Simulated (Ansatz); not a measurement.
The cluster Ti₄⁺, relaxed as a doublet with UKS PBE-D4/def2-SVP in Ansatz, starting from the PBE-D4/def2-SVP geometry of the neutral singlet. Force threshold 0.02 eV/Å.

The relaxed charge 1 doublet is spin-contaminated (final ⟨S²⟩ up to 2.80, 0.75 for a pure state). The structure comes from a short search, and lower isomers may exist.

Start:

```tsv
atom	x (Å)	y (Å)	z (Å)
Ti1	1.348	0.404	0.563
Ti2	-0.792	-0.731	1.064
Ti3	0.197	-0.915	-1.196
Ti4	-0.753	1.242	-0.431
```

```tsv
step	energy (eV)	largest force component (eV/Å)	SCF passes
1	-92414.1997	0.238	114
2	-92414.2027	0.056	42
3	-92414.2029	0.003	42
```

Force components are those of the run's own axes.

End:

```xyz
4

Ti    1.355    0.404    0.559
Ti   -0.802   -0.738    1.076
Ti    0.201   -0.912   -1.200
Ti   -0.754    1.246   -0.435
```

By distances, no bond broke or formed. The bond that changes most is Ti1–Ti2, from 2.47 to 2.49 Å (atoms count from 1).

No frequencies were taken in this run, so the end may be a saddle point.

Run time 7 s (4 threads of Intel Xeon 6975P-C on a shared host).
